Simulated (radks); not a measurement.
Task: These are the eigenvalues of the occupied orbitals of an atom or ion with whole-number occupations (hartree). All-electron calculation, Dirac Kohn-Sham, relativistic LDA (MacDonald-Vosko exchange, VWN5 correlation), spin-unpolarised, spherical densities, finite nucleus; Fermi nuclear charge, rms radius of each element as measured or else 0.836 A^(1/3) + 0.57 fm. Program: a radial shooting solver on a logarithmic mesh with Libxc functionals.

1s1/2: -80.34454

Which element is it, and in what charge state? The configuration may be excited. Open shells, if any, fill j = l - 1/2 first.

Result: Z = 13, aluminium, charge +12: Al12+ in 1s1. The 1s level, -80.345 hartree, gives Z - s = 12.7 by -(Z - s)^2/2, which with screening and relativity narrows Z to a few neighbours, and the depths must fix Z and the occupations together.
